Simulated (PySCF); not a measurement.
GaN, triplet, geometry from GFN2-xTB (such geometries of metal compounds can be far from the true shape), atoms displaced at random by about 0.08 Å a coordinate.

PySCF was given this input:
```python
from pyscf import gto, scf, dft

mol = gto.M(
    atom='''
Ga    0.074953   -0.033696   -0.271261
N     0.207417   -0.015364    1.535114
''',
    basis='sto-3g',
    charge=0,
    spin=2,
    verbose=4,
)

mf = dft.UKS(mol)
mf.xc = 'r2scan'
mf.kernel()
g = mf.nuc_grad_method()
grad = g.kernel()
```

Task: Predict the Mulliken (on the basis functions themselves) charges in atom order from R2SCAN/STO-3G, gradient in PySCF.

Result: Ga1 0.21, N2 -0.21

Task: Predict the <S^2> from R2SCAN/STO-3G, gradient.

Result: 2.066

Task: What is the computed total energy (R2SCAN/STO-3G, gradient)?

Result: -1956.2222 Eh

Task: Predict the number of basis functions from R2SCAN/STO-3G, gradient.

Result: 23

Task: Predict the HOMO energy from R2SCAN/STO-3G, gradient.

Result: -3.88 eV

Task: Estimate the dipole moment that R2SCAN/STO-3G, gradient returns for this input.

Result: 0.73 D

These values belong to the state on which the SCF converged, which isn't shown to be the lowest.
